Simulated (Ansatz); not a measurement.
A search over several starts for the lowest SCF solution of the cluster Mo2O2⁺ at the given spin, in a small basis.

```yaml
crystal:
  periodic: [false, false, false]
  atoms:
    - {symbol: Mo, position_ang: [0.048956, -1.087788, -0.119221]}
    - {symbol: Mo, position_ang: [0.112624, 1.239142, 0.041193]}
    - {symbol: O, position_ang: [-0.807729, 0.033200, -1.254790]}
    - {symbol: O, position_ang: [0.646149, -0.184553, 1.332819]}
basis:
  gaussian: {orbitals: def2-SVP, initial_orbitals: start.molden}
total_charge: 1
magnetization: {spin_polarized: true, initial_magnetization: 3}
hamiltonian: {xc: pbe0, dispersion: d4}
output: {orbitals: {seedname: orbitals}}
```

The file start.molden holds the orbitals of an earlier run on this structure, at another level or in another basis.

```sh
$ ansatz run in.yaml --threads 4 --pin off --events-out ev --progress --plain --max-ram 3916MiB
```

It prints (some lines left out):

```
Functional definition: PBE0
906 factors; integrals over basis functions are off by at most 7.4e-4 eV
mean field evaluation 1: about -7788.6303 eV, gradient 7.5e0 eV
mean field evaluation 2: about -7788.7576 eV, gradient 1.1e-1 eV
mean field evaluation 4: about -7788.9184 eV, gradient 2.2e-3 eV
mean field evaluation 8: about -7788.9184 eV, gradient 5.0e-5 eV
mean field evaluation 16: about -7737.5110 eV, gradient 9.0e1 eV
mean field evaluation 32: about -7788.5699 eV, gradient 6.1e-4 eV
mean field evaluation 64: about -7724.8942 eV, gradient 9.6e1 eV
mean field evaluation 96: about -7788.1794 eV, gradient 4.9e0 eV
mean field evaluation 128: about -7788.8872 eV, gradient 6.3e-1 eV
mean field evaluation 160: about -7787.4347 eV, gradient 7.9e-1 eV
mean field evaluation 192: about -7788.9178 eV, gradient 2.9e-2 eV
mean field evaluation 224: about -7788.2634 eV, gradient 2.3e0 eV
mean field evaluation 256: about -7788.5699 eV, gradient 4.3e-4 eV
mean field evaluation 288: about -7788.7821 eV, gradient 1.6e0 eV
mean field evaluation 320: about -7788.4924 eV, gradient 9.2e-1 eV
mean field -7788.91842164 eV, -286.2374724766 hartree, gradient 5.1e-6 eV, S^2 4.517561; 17 other end points of the search recorded, 0 dependent functions left out
reference -7788.91846713 eV, -286.2374741485 hartree; 23, 20 occupied and 67, 70 virtual orbitals, 906 factors
Total energy: -7789.03588352 eV, -286.2417891213 hartree
```

It took 28 s on 4 threads of Arm Neoverse V2 on a shared host.

Other converged states that the search met: 0.35 eV higher (⟨S²⟩ = 4.40).

In the def2 sets Mo takes a core potential; there is no spin–orbit coupling. The charge 1 quartet is spin-contaminated (final ⟨S²⟩ up to 4.52, 3.75 for a pure state). The geometry of the quartet was relaxed on an unsound state (⟨S²⟩ 4.52, where a pure state has 3.75). At PBE0-D4/def2-TZVP a doublet of charge 1 lies 0.25 eV below the quartet, each at its own geometry. That doublet is doubtful there (⟨S²⟩ 3.57, where a pure state has 0.75). The structure comes from a short search, and lower isomers may exist.
